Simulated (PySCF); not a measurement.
Isomers of C5H11ClOSi2, mass 178.004 u with the commonest isotopes. Computed with PBE0/pcSseg-1 in PySCF (dipole) on a GFN2-xTB geometry, gas phase. One conformer each, none proved a minimum here; rigid rotors.

Question: Order these by radius of gyration √(Σ m r²/M), smallest first.
A. `[CH3:1][C:2](=[O:3])[CH2:4]/[CH:5]=[C:6](\[Cl:7])[SiH2:8][SiH3:9]` with C1–C2–C4–C5 166°, C2–C4–C5–C6 -106°, C5–C6–Si8–Si9 -110°
B. `[CH2:1]=[C:2]([CH3:3])[C@@H:4]1[CH2:5][SiH2:6][O:7][Si@@H:8]1[Cl:9]` with C1–C2–C4–C5 -130°, C2–C4–C5–Si6 -98°, C4–C5–Si6–O7 -20°, C5–Si6–O7–Si8 4°, Si6–O7–Si8–Cl9 130°
C. `[CH3:1][C:2]([CH3:3])=[C:4]([CH:5]=[O:6])[SiH2:7][SiH2:8][Cl:9]` with C2–C4–C5–O6 167°, C2–C4–Si7–Si8 -113°, C4–Si7–Si8–Cl9 25°

Answer: B (2.168 Å), C (2.368 Å), A (2.687 Å).

Question: Order these by rotational constant A, smallest first.
A. `[CH3:1][C:2](=[O:3])[CH2:4]/[CH:5]=[C:6](\[Cl:7])[SiH2:8][SiH3:9]` with C1–C2–C4–C5 166°, C2–C4–C5–C6 -106°, C5–C6–Si8–Si9 -110°
B. `[CH3:1][C:2]([CH3:3])=[C:4]([CH:5]=[O:6])[SiH2:7][SiH2:8][Cl:9]` with C2–C4–C5–O6 167°, C2–C4–Si7–Si8 -113°, C4–Si7–Si8–Cl9 25°
C. `[CH3:1]/[C:2]([SiH3:3])=[C:4](\[CH:5]=[O:6])[CH2:7][SiH2:8][Cl:9]` with C2–C4–C5–O6 -159°, C2–C4–C7–Si8 124°, C4–C7–Si8–Cl9 -33°
D. `[CH2:1]=[C:2]([CH3:3])[C@@H:4]1[CH2:5][SiH2:6][O:7][Si@@H:8]1[Cl:9]` with C1–C2–C4–C5 -130°, C2–C4–C5–Si6 -98°, C4–C5–Si6–O7 -20°, C5–Si6–O7–Si8 4°, Si6–O7–Si8–Cl9 130°

Answer: D (1167 MHz), B (1299 MHz), C (1384 MHz), A (1485 MHz).

Question: Order these by rotational constant B, largest first.
A. `[CH3:1]/[C:2]([SiH3:3])=[C:4](\[CH:5]=[O:6])[CH2:7][SiH2:8][Cl:9]` with C2–C4–C5–O6 -159°, C2–C4–C7–Si8 124°, C4–C7–Si8–Cl9 -33°
B. `[CH3:1][C:2]([CH3:3])=[C:4]([CH:5]=[O:6])[SiH2:7][SiH2:8][Cl:9]` with C2–C4–C5–O6 167°, C2–C4–Si7–Si8 -113°, C4–Si7–Si8–Cl9 25°
C. `[CH3:1][C:2](=[O:3])[CH2:4]/[CH:5]=[C:6](\[Cl:7])[SiH2:8][SiH3:9]` with C1–C2–C4–C5 166°, C2–C4–C5–C6 -106°, C5–C6–Si8–Si9 -110°
D. `[CH2:1]=[C:2]([CH3:3])[C@@H:4]1[CH2:5][SiH2:6][O:7][Si@@H:8]1[Cl:9]` with C1–C2–C4–C5 -130°, C2–C4–C5–Si6 -98°, C4–C5–Si6–O7 -20°, C5–Si6–O7–Si8 4°, Si6–O7–Si8–Cl9 130°

Answer: D (1016 MHz), A (655.6 MHz), B (640.9 MHz), C (475.1 MHz).

| SMILES | point group | Ia (u·Å²) | Ib (u·Å²) | Ic (u·Å²) | κ | μa (D) | μb (D) | μc (D) |
| --- | --- | --- | --- | --- | --- | --- | --- | --- |
| CC(C)=C(C=O)[SiH2][SiH2]Cl | C1 | 388.97 | 788.49 | 818.88 | -0.93 | 4.11 | 0.54 | 1.43 |
| C=C(C)[C@@H]1C[SiH2]O[Si@@H]1Cl | C1 | 433.04 | 497.32 | 742.45 | 0.38 | 1.20 | 2.01 | 0.83 |
| C/C([SiH3])=C(\C=O)C[SiH2]Cl | C1 | 365.13 | 770.88 | 863.16 | -0.82 | 3.53 | 0.55 | 0.80 |
| CC(=O)C/C=C(\Cl)[SiH2][SiH3] | C1 | 340.39 | 1063.75 | 1166.73 | -0.92 | 1.55 | 1.36 | 0.87 |
